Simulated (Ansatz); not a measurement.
The Br1–Cl2 bond of BrCl is stretched (multiplicity 1).


Cores are frozen in the correlated methods. Filled d and f shells under p-block atoms count as core.

Run with Ansatz (Gaussian basis) for Hartree–Fock, density functionals and correlated methods. 

Energies above the point at 2.165 Å (the B3LYP-D3(BJ) bond length), FIC-MRCISD+Q on CASSCF(14,8)/def2-SVP (kcal/mol): 16.51 at 1.949 Å; 3.21 at 2.382 Å; 40.62 at 8.661 Å.

Take the last value as the depth D of a Morse curve D(1 − e^(−a(R − R₀)))², fit a and R₀ to the two near points, and test it at 2.923 and 3.789 Å.


With D = 40.6, both near points (counted from the curve's value at 2.165 Å) are met by a = 1.94 Å⁻¹ and R₀ = 2.204 Å, so k = 2Da² = 306 kcal/(mol Å²). The curve then gives 22.7 and 36.7 kcal/mol; the level itself gives 26.2 and 39.5, so Morse is off by -3.4 and -2.8.

Ansatz is a program for electronic structure.
